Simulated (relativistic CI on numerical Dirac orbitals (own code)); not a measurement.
**Cs¹¹⁺: sensitivity of the levels to the model**

Base calculation: Dirac-Coulomb-Breit CI, orbitals from a KLI potential per configuration, model QED (radiative potential, 1s self-energy scaled to tabulated hydrogen-like ionisation energies), unscaled Slater integrals.

CI space (outside the closed core [Ar] 3d10): 4s²4p⁶4d⁸, 4s²4p⁵4d⁹, 4s²4p⁶4d⁷4f, 4s²4p⁶4d⁷5s, 4s4p⁶4d⁹, 4s²4p⁶4d⁷5p, 4s²4p⁵4d⁸4f, 4s²4p⁶4d⁶4f5s, 4s²4p⁶4d⁷5d, 4s²4p⁶4d⁶5s5p, 4s4p⁶4d⁸4f, 4s²4p⁶4d⁷6s, 4s²4p⁶4d⁷5f, 4s²4p⁶4d⁷6p, 4s²4p⁵4d⁸5s, 4s²4p⁶4d⁷6d, 4s²4p⁶4d⁷7s, 4s²4p⁶4d⁷6f, 4s²4p⁶4d⁷7p, 4s²4p⁶4d⁷7f, 4s²4p⁵4d⁸5d, 4p⁶4d⁹4f, 4s²4p⁶4d⁶5s², 4s²4p⁶4d⁵4f5s², 4s²4p⁶4d⁵5s²5p, 4s²4p⁵4d⁶4f5s², 4p⁶4d¹⁰, 4p⁵4d¹⁰4f, 4p⁶4d⁹5s, 4p⁵4d¹⁰5s, 4p⁵4d⁹4f5s. Double excitations out of closed p, d and f shells are left out; levels of such configurations are missing from the list, as are those of other unlisted configurations, and high levels can miss mixing partners. Some configurations lack a partner that the ground configuration has and come out too high, among them 4s²4p⁵4d⁸5d.

Variants: (1) Breit term removed; (2) non-relativistic limit. Shifts of the energy above 4s²4p⁶4d⁸ ³F4, in cm⁻¹, for the lowest level and the first level of each name with at least 55 % of one term (blank where a level changes its place among those of its configuration and J or its character, or is not in the variant):

```
          Level    Base   Δ(1)    Δ(2)
  4s²4p⁶4d⁸ ³F4       0      0       0
  4s²4p⁶4d⁸ ³F3   17436   +504  -17436
  4s²4p⁶4d⁸ ³P0   41186   +185  -15384
  4s²4p⁶4d⁸ ³P1   43208   +419  -17406
  4s²4p⁶4d⁸ ¹G4   47735   +545  -14586
  4s²4p⁶4d⁸ ¹S0  111483   +623  -18986
4s²4p⁶4d⁷5s ⁵F5  661371   -422  +61802
4s²4p⁶4d⁷5s ⁵F4  670281   -317  +52892
4s²4p⁶4d⁷5s ⁵F3  679807     -6  +43366
4s²4p⁶4d⁷5s ³F4  683011   -120  +55063
4s²4p⁶4d⁷5s ⁵F2  683512    -76  +39661
4s²4p⁶4d⁷5s ⁵F1  685560   -124  +37613
4s²4p⁶4d⁷5s ⁵P3  697486    +17  +49959
4s²4p⁶4d⁷5s ³F2  700905    +27        
4s²4p⁶4d⁷5s ³G5  701647    -53  +52968
 4s²4p⁵4d⁹ ³D°3  706533  +1470  -26023
4s²4p⁶4d⁷5s ³P2  708950   -191  +53623
 4s²4p⁵4d⁹ ³F°4  710344  +1588  -24239
4s²4p⁶4d⁷5s ³H6  713401   +147  +49395
4s²4p⁶4d⁷5s ³P0  714084    -82  +48489
4s²4p⁶4d⁷5s ³G3  714826   +232  +39788
4s²4p⁶4d⁷5s ³H5  717359   +163  +45437
```

At this charge transitions that keep the count of f electrons are usually good to a few per cent. Terms inside the open d or f shell come out 10 to 20 % too wide with unscaled integrals. Levels and lines within the n = 5 or 6 shells can be off by up to 10 % or somewhat more, and those that change n by about 2 %, since core polarisation is missing. Levels that differ in their count of f electrons can be misplaced by several ten thousand cm⁻¹, since the correlation energy of f electrons is missing or only estimated; rates across such gaps can be off by orders of magnitude.

Ionisation energy from one configuration of each of the two ions, the ground ones as tabulated or assumed: base 260.696 eV. The NIST ASD value (theoretical) is 261 ± 2.5 eV.

LS names give the leading component of a level, which can be under half, so a name can repeat, a term be missing and a line seem to break the LS rules.
